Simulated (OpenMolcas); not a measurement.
Mn4+: moving the ligands

Mn4+ with 6 ligands (chloride) in octahedral coordination (Oh) at 2.29 Å. A charge of +0.333 e stands 3.2 Å behind each ligand. Ligand basis ANO-RCC-VDZP.

```json
{
 "Program": "OpenMolcas 26.06",
 "Method": "CASSCF",
 "Basis": "ANO-RCC-VTZP [6s5p3d2f1g]",
 "Scalar Hamiltonian": "DKH2, point nucleus",
 "Active space": "3 electrons in 5 orbitals (3d)",
 "State averaging": "2S+1 = 4 even, 10 roots; 2S+1 = 2 even, 40 roots",
 "Spin-orbit coupling": "RASSI with atomic mean-field integrals over the reference wave functions"
}
```

Runs around this geometry, states (labels of O, the rotations of Oh). Energies in cm-1 above the lowest state or level, χT in cm3 K/mol.

| R (Å) | Ground state | First state of that spin | First gap with spin-orbit (degeneracies) | χT at 300 K | First state of another spin |
| --- | --- | --- | --- | --- | --- |
| 2.22 | 4A2 | 4T2 18716 | 18570 (4, 2) | 1.843 | 2E 20817 |
| 2.29 | 4A2 | 4T2 16340 | 16195 (4, 2) | 1.836 | 2E 21090 |
| 2.43 | 4A2 | 4T2 12005 | 11863 (4, 2) | 1.821 | 2E 21382 |

Taking the first state of the same spin as R^-n, n = -ln(12005 / 18716) / ln(2.43 / 2.22) = 4.9 between the shortest and longest distance.

Without dynamic correlation the repulsion within the d shell is too large (B by tens of per cent), so at a given field states of lower spin stand too high. Ligand-to-metal charge-transfer states are missing. With no ligand orbital active B as a rule stays too high, so bands that hang on it stand too high and its fall with covalency is understated. With metal d orbitals alone and no dynamic correlation the field as a rule comes out too small, by tens of per cent, by up to half for chloride and softer ligands. The least metal-like active orbital is 70 % on the metal (Löwdin) and no ligand orbital is active, so the numbers are rough (holds for R = 2.22; R = 2.29). The least metal-like active orbital is 68 % on the metal (Löwdin) and no ligand orbital is active, so the numbers are rough (holds for R = 2.43). No measured value stands beside these numbers; the geometry was imposed, not optimised, and the real ion may take another.
